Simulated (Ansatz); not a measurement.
System: C5H11O, net charge 0, doublet state. It need not be the lowest isomer of its formula. SMILES: CC[CH][C@H](C)O
Coordinates optimised at B3LYP-D3(BJ)/def2-TZVP (Ansatz, an electronic-structure program):
```xyz
17

C     -2.2749    -0.5174    -1.0348
C     -1.6499     0.2154     0.1652
C     -0.3488    -0.3578     0.5989
C      0.9318     0.3768     0.4436
C      1.3561     0.5254    -1.0247
O      1.9280    -0.3247     1.1907
H     -2.4311    -1.5727    -0.8041
H     -3.2412    -0.0818    -1.2984
H     -1.6245    -0.4621    -1.9093
H     -2.3667     0.1797     0.9959
H     -1.5273     1.2744    -0.0822
H     -0.2982    -1.3776     0.9602
H      0.8093     1.3924     0.8581
H      2.2837     1.1009    -1.1007
H      0.5917     1.0515    -1.5990
H      1.5136    -0.4583    -1.4686
H      2.7796     0.0966     1.0332
```
Charge 0, spin multiplicity 2.

Property: atomisation energy (electronic, to ground-state atoms), in kJ/mol. Correlated levels leave the core frozen unless marked. Open shells are spin-unrestricted. No spin-orbit coupling. No relativistic terms. The coupled-cluster limit lacks core correlation, which all-electron functionals hold. Basis-set limits of correlation are two-point, X^-3; Hartree-Fock from the larger set. The bracket is a focal-point correction in the basis named.

```
level     program  atomisation energy (kJ/mol)
--------  -------  ---------------------------
HF/6-31G   Ansatz                       4709.5
```

Estimate the value at RI-MP2/CBS(cc-pVTZ,cc-pVQZ)+[CCSD(T)-MP2]/cc-pVTZ as computed with Ansatz.

6647.1 kJ/mol, so HF/6-31G differs from it by -1937.6 kJ/mol.
